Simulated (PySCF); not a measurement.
Zr(Cl)2(NH2)(Me) (CH5Cl2NZr), SMILES [CH3][Zr]([NH2])([Cl])[Cl], multiplicity 1. Atoms are numbered in the order given.

```xyz
10

Zr     0.0554    -0.1613     0.0000
Cl    -0.0048     1.0082    -2.0556
Cl    -0.0048     1.0082     2.0556
N      1.5441    -1.5157     0.0000
H      2.0038    -1.9028    -0.8340
H      2.0038    -1.9028     0.8340
C     -1.7634    -1.4169     0.0000
H     -2.6669    -0.7661     0.0000
H     -1.8098    -2.0713     0.8977
H     -1.8098    -2.0713    -0.8977
```

The structure is a stationary point at PBE-D3(BJ)/def2-SVP. The spin state was assumed, not searched. The structure was generated by enumeration; whether it is a known compound was not checked. The def2 effective core potentials stand for the cores of Zr; spin–orbit coupling is left out. The values are those of a single conformer.

All values below come from TDDFT-ωB97X/def2-SVPD (PySCF 2.14.0).

Vertical excitations. Isolated molecule, no solvent. State labels are in the subgroup Cs.

Computed UV-visible absorptions:
| state | symmetry | energy (eV) | λ (nm) | f | main pairs |
|---|---|---|---|---|---|
| S1 | A" | 4.72 | 263 | 0.001 | HOMO→LUMO 89 % |
| S2 | A" | 5.22 | 238 | 0.002 | HOMO−1→LUMO 80 % |
| S3 | A' | 5.27 | 235 | 0.006 | HOMO→LUMO+1 77 % |
| S4 | A" | 5.37 | 231 | 0.003 | HOMO→LUMO+2 83 % |
| S5 | A" | 5.94 | 209 | 0.000 | HOMO−1→LUMO+2 84 % |
| S6 | A' | 6.10 | 203 | 0.030 | HOMO→LUMO+4 55 %, HOMO−1→LUMO+1 22 %, HOMO→LUMO+1 13 % |
| S7 | A' | 6.18 | 201 | 0.035 | HOMO−1→LUMO+1 62 %, HOMO→LUMO+4 24 % |
| S8 | A' | 6.59 | 188 | 0.002 | HOMO−2→LUMO 91 % |
| S9 | A" | 6.83 | 182 | 0.001 | HOMO−3→LUMO 47 %, HOMO−2→LUMO+1 27 %, HOMO−5→LUMO 14 % |
| S10 | A' | 6.86 | 181 | 0.026 | HOMO−1→LUMO+4 74 % |
| T1 | A" | 4.37 | 283 | 0 | HOMO→LUMO 77 % |
| T2 | A' | 4.85 | 255 | 0 | HOMO→LUMO+1 82 % |
| T3 | A" | 5.08 | 244 | 0 | HOMO−1→LUMO 61 %, HOMO→LUMO+2 17 %, HOMO→LUMO 15 % |
| T4 | A" | 5.23 | 237 | 0 | HOMO→LUMO+2 63 %, HOMO−1→LUMO 19 %, HOMO−1→LUMO+2 11 % |
Triplets are in the Tamm–Dancoff approximation, which puts them higher than full response would, so one can lie above its singlet here.
